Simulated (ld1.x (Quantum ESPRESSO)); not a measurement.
## Cu (Z = 29): excitation energies, all-electron against TM

ld1.x (Quantum ESPRESSO) 7.5 input, shortened:

```
&input
   title='Cu', zed=29., rel=1, dft='PBE', iswitch=3,
   config='[Ar] 3d9 4s0 4p0'
 /
 &inputp
   pseudotype=2, tm=.true., lloc=-1, rcloc=1.65,
   nlcc=.true., rcore=1.15
 /
3
4S  1  0   0.00   0.00  1.75  1.75  0.0
4P  2  1   0.00   0.00  2.60  2.60  0.0
3D  3  2   9.00   0.00  1.30  1.30  0.0
 &test
   configts(1)='3d9 4s0 4p0'
 /
```

Energies are relative to the spin-unpolarised reference configuration 3d9 4s0 4p0; without spin polarisation the order of configurations can differ from experiment. The frozen-core shift is the all-electron ΔE with the core orbitals held at their reference shape minus the fully relaxed ΔE.

```
valence configuration  charge  ΔE all-electron (eV)  error AE − PS (meV)  frozen-core shift (meV)
         3d10 4s1 4p0       0               -29.480                  -35                      +49
         3d10 4s0 4p0      +1               -21.332                 -111                      +74
          3d8 4s0 4p0      +3                39.020                 -258                     +203
          3d9 4s1 4p1       0               -22.670                  -11                     +1.2
          3d9 4s1 4p0      +1               -17.902                 -8.4                     +0.4
       3d10 4s0.5 4p0    +0.5               -26.318                  -69                      +61
```

What are ΔE and the potential's error for 3d10 4s0 4p1?

ΔE = -25.344 eV all-electron; the error (AE − PS) is -69 meV.

Levels in the configuration 3d10 4s0 4p0:

```csv
level,all-electron (eV),pseudo (eV)
3d,-13.658,-13.499
```
